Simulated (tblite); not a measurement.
Species: C₅H₅F₂O (doublet state).
Structure used (GFN2-xTB), in Å, numbered top down from 1:
```
atom  x, y, z in Å
C1    -2.245   -0.005    0.186
C2    -0.775   -0.255    0.329
O3    -0.255   -0.783    1.278
C4     0.034    0.257   -0.836
F5    -0.726    0.672   -1.872
C6     1.337    0.352   -0.828
C7     2.355   -0.069    0.117
F8     3.262    0.925    0.387
H9    -2.424    1.059    0.041
H10   -2.762   -0.356    1.075
H11   -2.618   -0.523   -0.696
H12    1.888   -0.353    1.082
H13    2.924   -0.919   -0.281
```

Method: GFN2-xTB as coded in tblite; computed harmonic values from a numerical Hessian at the method's own geometry, unscaled. This tight-binding method is rough: wavenumbers can miss measured ones by several per cent, in bad cases by 10 to 20. One conformer, not necessarily the lowest. Open shells enter through the occupations alone, without spin polarisation, and single modes of such species can be off by tens of per cent.

Harmonic wavenumbers (cm⁻¹): 50.9, 89.3, 128.2, 143.7, 194.1, 276.0, 347.1, 383.4, 421.1, 514.7, 550.4, 587.9, 735.7, 898.3, 976.9, 984.0, 999.9, 1049.9, 1130.9, 1144.5, 1169.7, 1267.2, 1356.8, 1362.1, 1429.9, 1433.2, 1694.2, 1774.6, 2753.8, 2909.0, 3019.0, 3030.2, 3057.7.

A = 3564, B = 1252, C = 975.1 MHz; mass 119.031 u (most abundant isotopes); point group C1, symmetry number 1; spin multiplicity 2.

**Question.** Zero-point energy?

**Answer.** Half the sum of the wavenumbers: 18932 cm⁻¹ = 226.48 kJ/mol.

**Question.** Give the ideal-gas entropy at 298.15 K and 1 bar in the rigid-rotor, harmonic-oscillator model (classical rotation).

**Answer.** Translation 168.46, rotation 120.05, vibration 99.20, spin (R ln 2) 5.76: S = 393.5 J/(mol K).

**Question.** And Cp and H(298.15 K) − H(0)?

**Answer.** Cp = 131.22 J/(mol K), of which vibrations give 97.96 (their classical limit is 33 R = 274.4); H(298.15 K) − H(0) = 25.42 kJ/mol without the zero-point energy, 15.50 from vibrations.

**Question.** How do the functions run with temperature in this model?

**Answer.** 
```json
{"T (K)": "100", "S (J/(mol K))": "287.4", "Cp (J/(mol K))": "71.5", "H − H(0) (kJ/mol)": "5.12", "G − H(0) (kJ/mol)": "-23.62", "ln q(vib)": "1.38"}
{"T (K)": "200", "S (J/(mol K))": "347.0", "Cp (J/(mol K))": "103.2", "H − H(0) (kJ/mol)": "13.90", "G − H(0) (kJ/mol)": "-55.50", "ln q(vib)": "3.58"}
{"T (K)": "300", "S (J/(mol K))": "394.3", "Cp (J/(mol K))": "131.7", "H − H(0) (kJ/mol)": "25.66", "G − H(0) (kJ/mol)": "-92.62", "ln q(vib)": "5.72"}
{"T (K)": "500", "S (J/(mol K))": "473.6", "Cp (J/(mol K))": "180.5", "H − H(0) (kJ/mol)": "57.14", "G − H(0) (kJ/mol)": "-179.67", "ln q(vib)": "9.76"}
{"T (K)": "800", "S (J/(mol K))": "569.4", "Cp (J/(mol K))": "226.3", "H − H(0) (kJ/mol)": "118.83", "G − H(0) (kJ/mol)": "-336.71", "ln q(vib)": "15.28"}
{"T (K)": "1000", "S (J/(mol K))": "622.1", "Cp (J/(mol K))": "245.3", "H − H(0) (kJ/mol)": "166.10", "G − H(0) (kJ/mol)": "-455.99", "ln q(vib)": "18.61"}
```

q(vib) and H(0) count from the zero-point level.

**Question.** Which modes carry the vibrational entropy at 298.15 K?

**Answer.** 50.9 cm⁻¹: 20.01; 89.3 cm⁻¹: 15.38; 128.2 cm⁻¹: 12.44; 143.7 cm⁻¹: 11.52; 194.1 cm⁻¹: 9.16; 276.0 cm⁻¹: 6.52 J/(mol K); the other 27 give 24.17 together.

Hindered rotation and anharmonicity are outside this model. Other conformers, if any are populated, would add a mixing term that is left out. The structure is chiral; the term R ln 2 for an equal mix with its mirror image is left out.
